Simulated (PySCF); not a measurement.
YF2, SMILES [F][Y+][F], charge +1. Atoms are numbered in the order given.

```xyz
3

Y      0.0000     0.0000     0.3496
F      0.0000    -1.5669    -0.7575
F      0.0000     1.5669    -0.7575
```
Charge +1, spin multiplicity 1.

The structure is a stationary point at PBE-D3(BJ)/def2-TZVP. The multiplicity is an assumed one; other spin states were not compared. The isomer is the one that the SMILES or the coordinates give; other isomers of the formula were not compared. The def2 effective core potentials stand for the cores of Y; spin–orbit coupling is left out.

All values below come from PBE-D3(BJ)/def2-TZVP run with PySCF 2.14.0.

Frequencies are harmonic and unscaled.

```tsv
mode	ν (cm⁻¹)	IR (km/mol)	moving atoms (share of kinetic energy)
1	151	18.6	F 84 %, Y 16 %
2	662	190.2	F 78 %, Y 22 %
3	672	60.5	F 86 %, Y 14 %
```
